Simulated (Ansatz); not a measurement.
`[SiH3][Ge]([Cl])([Cl])[Cl]` + `O[Si]Br` → `[SiH3]O[Si]Br` + `[Cl][GeH]([Cl])[Cl]` at 700 K and 1 bar (cleavage of the Si–Ge bond).

Program: Ansatz. Geometries: PBE0-D4/def2-TZVP. ΔE: electronic, gas phase. CCSD(T)/CBS adds triple-zeta CCSD(T) − MP2 to the extrapolated MP2 energy (def2 sets, frozen cores). For Br, Ge outer-core shells are correlated without core-valence functions, which leaves a few kJ/mol of doubt a bond. Scalar relativity is left out up to krypton. Each species was taken in one conformer, which may not be the lowest.

| species | CCSD(T)/CBS energy (Eh) | H − E (kJ/mol) | S (J/(mol·K)) |
| --- | --- | --- | --- |
| `[SiH3][Ge]([Cl])([Cl])[Cl]` | -3746.46107 | 159.3 | 512.7 |
| `O[Si]Br` | -2938.23569 | 79.1 | 346.3 |
| `[SiH3]O[Si]Br` | -3228.55316 | 145.1 | 444.5 |
| `[Cl][GeH]([Cl])[Cl]` | -3456.16971 | 86.7 | 406.4 |

H − E and S are ideal-gas, rigid-rotor, harmonic terms from PBE0-D4/def2-TZVP, for one conformer and one mirror image of each species. 1 Eh = 2625.50 kJ/mol, R = 8.31446 J/(mol·K).

**Question.** By hand: ΔE, ΔH, ΔS and ΔG.

**Answer.** ΔE = (-3228.55316) + (-3456.16971) − (-3746.46107) − (-2938.23569) = -0.02611 Eh = -68.6 kJ/mol. Δ(H − E) = 145.1 + 86.7 − 159.3 − 79.1 = -6.6, so ΔH = -75.2 kJ/mol. ΔS = 444.5 + 406.4 − 512.7 − 346.3 = -8.1 J/(mol·K). ΔG = -75.2 − 700 × (-8.1)/1000 = -69.5 kJ/mol.

**Question.** By hand: the equilibrium constant, and the temperature at which ΔG would vanish if ΔH and ΔS stayed fixed.

**Answer.** log₁₀ K = −ΔG/(RT ln 10) = 5.2. ΔG = 0 at ΔH/ΔS = 9284 K, far beyond where these terms or the molecules hold.

The number of gas molecules stays the same, so ΔS is small and ΔH decides. A doubt of 5 kJ/mol in ΔE shifts log₁₀ K by 0.4 here. Other conformers and mirror images would add mixing entropy, several J/(mol·K) or more a flexible species. These are equilibria of isolated gas molecules and say nothing of rates. Largest T1 diagnostic: 0.012 (customary marks: 0.02 for closed shells, 0.045 for open ones).
